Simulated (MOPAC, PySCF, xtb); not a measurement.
Dimer: H2O (SMILES O) (first 3 atoms) with ClH3Si (SMILES [SiH3]Cl); geometry from B3LYP-D3(BJ)/def2-TZVP.
(charge 0, multiplicity 1):
| atom | x (Å) | y (Å) | z (Å) |
|---|---|---|---|
| O | 0.0965 | -0.3812 | 0.0761 |
| H | 0.7854 | -0.9540 | -0.2767 |
| H | 0.5661 | 0.3263 | 0.5339 |
| Si | -0.4499 | -0.9415 | 3.2065 |
| Cl | 0.9334 | 0.6143 | 3.1264 |
| H | -0.7125 | -1.1849 | 4.6399 |
| H | 0.1521 | -2.1375 | 2.5935 |
| H | -1.6801 | -0.5184 | 2.5203 |

Counterpoise-corrected where a basis set is named; no monomer relaxation. Rows marked so take none.

Rows in 3-21G carry no dispersion term and start afresh at each structure. The state that PM6 reach isn't checked.

The values were computed with MOPAC for PM6 (differences of heats of formation); PySCF for 3-21G rows; xtb for the GFN methods. 

Task: One of these levels gives -2.08 kcal/mol for the interaction energy. Which?
A) GFN2-xTB
B) PM6
C) B3LYP/3-21G (no counterpoise)

Result: B, PM6. The others give -3.33 (GFN2-xTB), -11.47 (B3LYP/3-21G (no counterpoise))
